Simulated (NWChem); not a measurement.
System: CH₄N anion

The following NWChem deck was run.

```
start job
memory heap 200 mb stack 900 mb global 1100 mb
charge -1
geometry units angstroms noautoz
  C     -0.009832    -0.599118     0.000000
  N     -0.085904     0.817773     0.000000
  H      0.494944    -1.113780    -0.890378
  H     -1.034918    -1.038323     0.000000
  H      0.494944    -1.113780     0.890378
  H      0.868813     1.193471     0.000000
end
basis spherical
  C library 6-311g**
  N library 6-311g**
  H library 6-311g**
end
dft
  xc b3lyp
  iterations 150
  mulliken
end
task dft energy
```

Parts of the log:

```
             Northwest Computational Chemistry Package (NWChem) 7.3.0
             --------------------------------------------------------

 CS  symmetry detected

                             Geometry "geometry" -> ""
                             -------------------------

 Output coordinates in angstroms (scale by  1.889725989 to convert to a.u.)

  No.       Tag          Charge          X              Y              Z
 ---- ---------------- ---------- -------------- -------------- --------------
    1 C                    6.0000    -0.01423531    -0.60263374     0.00000000
    2 N                    7.0000    -0.10256036     0.81354624     0.00000000
    3 H                    1.0000     0.49497356    -1.11291024    -0.89037800
    4 H                    1.0000    -1.03548390    -1.05068915     0.00000000
    5 H                    1.0000     0.49497356    -1.11291024     0.89037800
    6 H                    1.0000     0.84887119     1.19748835     0.00000000

 Effective nuclear repulsion energy (a.u.)      35.8895621188

      Symmetry information
      --------------------

 Group name             Cs
 Group number              2
 Group order               2
 No. of unique centers     5

                                 NWChem DFT Module
                                 -----------------

 Summary of "ao basis" -> "ao basis" (spherical)
 ------------------------------------------------------------------------------
       Tag                 Description            Shells   Functions and Types
 ---------------- ------------------------------  ------  ---------------------
 C                          6-311g**                 8       18   4s3p1d
 N                          6-311g**                 8       18   4s3p1d
 H                          6-311g**                 4        6   3s1p

      Symmetry analysis of basis
      --------------------------

        a'         42
        a"         18

            General Information
            -------------------
          SCF calculation type: DFT
          Wavefunction type:  closed shell.
          No. of atoms     :     6
          No. of electrons :    18
           Alpha electrons :     9
            Beta electrons :     9
          Charge           :    -1
          Spin multiplicity:     1
          Use of symmetry is: on ; symmetry adaption is: on
          Maximum number of iterations: 150
          AO basis - number of functions:    60
                     number of shells:    32
          Convergence on energy requested:  1.00D-06
          Convergence on density requested:  1.00D-05
          Convergence on gradient requested:  5.00D-04

              XC Information
              --------------
                         B3LYP Method XC Potential
                     Hartree-Fock (Exact) Exchange  0.200
                        Slater Exchange Functional  0.800 local
                    Becke 1988 Exchange Functional  0.720 non-local
              Lee-Yang-Parr Correlation Functional  0.810
                  VWN I RPA Correlation Functional  0.190 local

             Grid Information
             ----------------
          Grid used for XC integration:  medium
          Radial quadrature: Mura-Knowles
          Angular quadrature: Lebedev.
          Tag              B.-S. Rad. Rad. Pts. Rad. Cut. Ang. Pts.
          ---              ---------- --------- --------- ---------
          C                   0.70       49           8.0       434
          N                   0.65       49           8.0       434
          H                   0.35       45          10.0       434
          Grid pruning is: on
          Number of quadrature shells:   233
          Spatial weights used:  Erf1

      Superposition of Atomic Density Guess
      -------------------------------------

 Sum of atomic energies:         -93.97446967

 Renormalizing density from      17.00 to     18

      Non-variational initial energy
      ------------------------------

 Total energy =     -98.342213
 1-e energy   =    -208.382827
 2-e energy   =      74.151052
 HOMO         =       0.172162
 LUMO         =       0.349910

      Symmetry analysis of molecular orbitals - initial
      -------------------------------------------------

  Numbering of irreducible representations:

     1 a'          2 a"

  Orbital symmetries:

     1 a'          2 a'          3 a'          4 a'          5 a'
     6 a"          7 a'          8 a'          9 a"         10 a'
    11 a'         12 a"         13 a'         14 a'         15 a'
    16 a"         17 a'         18 a'         19 a'

     ---------------------------------------------
      Total Density - Mulliken Population Analysis
     ---------------------------------------------

    Atom       Charge   Shell Charges
 -----------   ------   -------------------------------------------------------
    1 C    6     5.77   1.10  0.90  0.40  0.68  1.20  0.48  0.95  0.07
    2 N    7     7.96   1.09  0.91  0.65  0.83  1.60  0.86  2.01  0.01
    3 H    1     1.14   0.25  0.51  0.36  0.02
    4 H    1     1.07   0.26  0.50  0.30  0.02
    5 H    1     1.14   0.25  0.51  0.36  0.02
    6 H    1     0.93   0.25  0.43  0.21  0.04

   convergence    iter        energy       DeltaE   RMS-Dens  Diis-err
 ---------------- ----- ----------------- --------- --------- ---------
 d= 0,ls=0.0,diis     1    -95.0815074307 -1.31D+02  1.70D-02  1.38D+00
 d= 0,ls=0.0,diis     2    -95.0376213309  4.39D-02  1.38D-02  1.47D+00
 d= 0,ls=0.0,diis     3    -95.2022667385 -1.65D-01  3.88D-03  4.39D-02
 d= 0,ls=0.0,diis     4    -95.2074732907 -5.21D-03  1.17D-03  4.42D-03
 d= 0,ls=0.0,diis     5    -95.2079466772 -4.73D-04  1.71D-04  3.76D-04
  Resetting Diis
 d= 0,ls=0.0,diis     6    -95.2079834203 -3.67D-05  4.24D-05  3.55D-06
 d= 0,ls=0.0,diis     7    -95.2079838706 -4.50D-07  1.15D-05  9.26D-08
 d= 0,ls=0.0,diis     8    -95.2079838737 -3.07D-09  6.91D-06  1.07D-07

         Total DFT energy =      -95.207983873688
      One electron energy =     -203.851262757895
           Coulomb energy =       86.810619194183
    Exchange-Corr. energy =      -14.056902428768
 Nuclear repulsion energy =       35.889562118791

 Numeric. integr. density =       18.000000236740

                  Occupations of the irreducible representations
                  ----------------------------------------------

                     irrep           alpha         beta
                     --------     --------     --------
                     a'                7.0          7.0
                     a"                2.0          2.0

                       DFT Final Molecular Orbital Analysis
                       ------------------------------------

 Vector    7  Occ=2.000000D+00  E=-1.150855D-01  Symmetry=a'
              MO Center= -9.3D-02,  5.4D-02, -3.8D-15, r^2= 1.9D+00
   Bfn.  Coefficient  Atom+Function         Bfn.  Coefficient  Atom+Function
  ----- ------------  ---------------      ----- ------------  ---------------
    26     -0.220168  2 N  py                 8      0.205036  1 C  py
    44     -0.180490  4 H  s                 45     -0.176216  4 H  s
    12      0.171452  1 C  py                57     -0.162233  6 H  s
    22     -0.154446  2 N  py                 7      0.153487  1 C  px
    56     -0.151385  6 H  s                 10      0.144964  1 C  s

 Vector    8  Occ=2.000000D+00  E= 4.293080D-02  Symmetry=a'
              MO Center= -2.0D-01,  6.9D-01, -3.0D-16, r^2= 1.5D+00
   Bfn.  Coefficient  Atom+Function         Bfn.  Coefficient  Atom+Function
  ----- ------------  ---------------      ----- ------------  ---------------
    28      0.411539  2 N  s                 29     -0.294360  2 N  px
    25     -0.252564  2 N  px                30      0.239220  2 N  py
    24      0.208377  2 N  s                 21     -0.194687  2 N  px
    56     -0.171467  6 H  s                 39      0.161135  3 H  s
    51      0.161135  5 H  s                 44     -0.156242  4 H  s

 Vector    9  Occ=2.000000D+00  E= 1.105175D-01  Symmetry=a"
              MO Center=  3.8D-03,  5.0D-01, -2.8D-15, r^2= 1.7D+00
   Bfn.  Coefficient  Atom+Function         Bfn.  Coefficient  Atom+Function
  ----- ------------  ---------------      ----- ------------  ---------------
    31      0.507729  2 N  pz                27      0.346462  2 N  pz
    39      0.285279  3 H  s                 51     -0.285279  5 H  s
    23      0.261497  2 N  pz                38      0.162386  3 H  s
    50     -0.162386  5 H  s                 13      0.135484  1 C  pz
    37      0.066871  3 H  s                 49     -0.066871  5 H  s

 Vector   10  Occ=0.000000D+00  E= 2.466897D-01  Symmetry=a'
              MO Center=  1.6D-01, -1.2D+00,  4.9D-14, r^2= 4.8D+00
   Bfn.  Coefficient  Atom+Function         Bfn.  Coefficient  Atom+Function
  ----- ------------  ---------------      ----- ------------  ---------------
    10      1.996809  1 C  s                 39     -0.951922  3 H  s
    51     -0.951922  5 H  s                 45     -0.808004  4 H  s
    12     -0.381281  1 C  py                57     -0.205715  6 H  s
    30      0.181146  2 N  py                 8     -0.109245  1 C  py
     4     -0.088461  1 C  py                28      0.087248  2 N  s

 Vector   11  Occ=0.000000D+00  E= 2.925690D-01  Symmetry=a'
              MO Center=  1.1D-01,  2.5D-01,  3.6D-14, r^2= 6.3D+00
   Bfn.  Coefficient  Atom+Function         Bfn.  Coefficient  Atom+Function
  ----- ------------  ---------------      ----- ------------  ---------------
    45      1.511611  4 H  s                 57     -1.296160  6 H  s
    28      0.720057  2 N  s                 11      0.701746  1 C  px
    39     -0.374703  3 H  s                 51     -0.374703  5 H  s
    10     -0.293320  1 C  s                 29      0.263940  2 N  px
    30      0.157868  2 N  py                 3      0.114455  1 C  px

[...]
```

Level: B3LYP/6-311G** (spherical d). Sets without diffuse functions describe the anion's extra electron poorly. Geometry: optimised at B3LYP/def2-SVPD. The highest occupied level is positive, so the extra electron may be held by the finite basis. B3LYP is NWChem's, with the RPA form of VWN correlation.
